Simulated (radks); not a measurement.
Neutral ytterbium inside a hard spherical wall (all orbitals vanish at R), configuration held at [Xe] 4f14 6s2 and not refilled when levels cross. Calculated with a radial shooting solver on a logarithmic mesh with Libxc functionals: scalar-relativistic Kohn-Sham, LDA (Slater exchange, Perdew-Wang correlation), spin-polarised, spherical densities, finite nucleus; Fermi nuclear charge, rms radius 5.3108 fm. Eigenvalues in eV for spin up, with the zero of energy where the potential of the charges vanishes at infinity; a dash marks a level that is unbound or too diffuse for the functional's potential to be trusted. A positive occupied level is held by the wall or, in an anion where self-interaction has pushed it up, behind a barrier. The pressure on the wall is -dE/dV.

R (bohr)	E (hartree)	kinetic (hartree)	e(5s)	e(5p)	e(6s)	e(4f)	e(6p, empty)	e(5d, empty)	pressure (GPa)
free	-14049.5179	15302.830	-55.086	-27.591	-4.079	-3.250	-	-	0
15	-14049.5179	15302.830	-55.085	-27.590	-4.078	-3.249	-1.143	-0.825	< 0.0001
10	-14049.5163	15302.846	-54.968	-27.475	-3.984	-3.135	-0.847	-0.678	0.0397
8	-14049.5056	15302.919	-54.549	-27.061	-3.601	-2.724	-0.039	-0.226	0.442
7	-14049.4852	15303.031	-54.025	-26.549	-3.041	-2.209	0.991	0.340	1.52
3.5	-14048.1452	15308.195	-44.781	-17.727	17.557	7.816	30.824	12.706	355
3	-14046.6792	15313.729	-39.067	-11.887	35.221	14.630	53.353	21.317	1150
2.5	-14042.9000	15327.439	-27.777	0.587	73.788	28.196	99.400	39.079	4540
